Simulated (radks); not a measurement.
Results of a calculation; reference values are marked as such.
Q: Ionisation of the silicon ion Si3+, [Ne] 3s1, to Si4+, [Ne], under several functionals. Non-relativistic Kohn-Sham, spin-unpolarised, spherical densities, point nucleus; a radial shooting solver on a logarithmic mesh with Libxc functionals. Known Delta-SCF values: exchange-only PBE 44.668 eV. What does AM05 give, and what is its highest occupied eigenvalue?

A: 44.593 eV by Delta-SCF; the 3s eigenvalue is -39.225 eV. NIST: 45.142 eV (measured).

Beside tabulated values, note that spin-unpolarised runs miss the spin-polarisation part of the exchange energy of open shells.
